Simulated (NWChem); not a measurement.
Si₃H₆, singlet; SMILES [SiH3][Si][SiH3]

```xyz
9

Si     0.0000     0.0000     1.3049
Si    -1.6771     0.1369    -0.3807
H     -1.9345    -1.3272    -0.6259
H     -1.2797     0.7559    -1.6868
H     -2.9604     0.7572     0.0742
Si     1.6771    -0.1369    -0.3807
H      1.9345     1.3272    -0.6259
H      1.2797    -0.7559    -1.6868
H      2.9604    -0.7572     0.0742
```
Atoms are numbered in this order, from 1.

Low-valent species are run as closed-shell singlets; no triplet was tried in these runs. Geometry: optimised at PBE0/def2-SVP.

Q: Give the principal values of the shielding tensors (ppm) of Si1, Si2 from PBE0/pcSseg-1, GIAO (NWChem), with their diamagnetic and paramagnetic parts as GIAO splits them.

A: 
```json
[
 {"atom": "Si1", "σ11": "-2660.8", "σ22": "-915.7", "σ33": "649.4", "isotropic": "-975.7", "diamagnetic": "875.6", "paramagnetic": "-1851.3"},
 {"atom": "Si2", "σ11": "380.0", "σ22": "396.0", "σ33": "467.1", "isotropic": "414.4", "diamagnetic": "880.9", "paramagnetic": "-466.6"}
]
```
